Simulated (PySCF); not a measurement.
Al(Cl)2(SMe) (CH₃AlCl₂S), SMILES C[S][Al]([Cl])[Cl].

Geometry optimised at PBE-D3(BJ)/def2-SVP. The structure was generated by enumeration; whether it is a known compound was not checked. The values are those of a single conformer.

Two levels are set side by side: TDA-PBE/def2-SVPD (PySCF) and TDA-CAM-B3LYP/def2-SVPD (PySCF). Vertical, same geometry. The lowest singlet is HOMO→LUMO 99 % with PBE and HOMO→LUMO 89 % with the other functional; states are paired by order. Differences are taken from unrounded values.

| quantity | TDA-CAM-B3LYP | TDA-PBE | TDA-PBE minus TDA-CAM-B3LYP |
|---|---|---|---|
| lowest singlet excitation (eV) | 5.32 | 4.51 | -0.81 |
| lowest triplet excitation (TDA) (eV) | 4.97 | 4.21 | -0.76 |
| first bright state (f over 0.05) (eV) | 7.01 | 6.15 | -0.86 |
| its oscillator strength | 0.34 | 0.24 | -0.10 |

Functionals without exact exchange tend to place singlet excitations lower, as here. Differences between two approximate levels are no errors against the true value.

Rough cost on one machine, each run with all the roots and properties that it gave: TDA-CAM-B3LYP against TDA-PBE about 5 times.
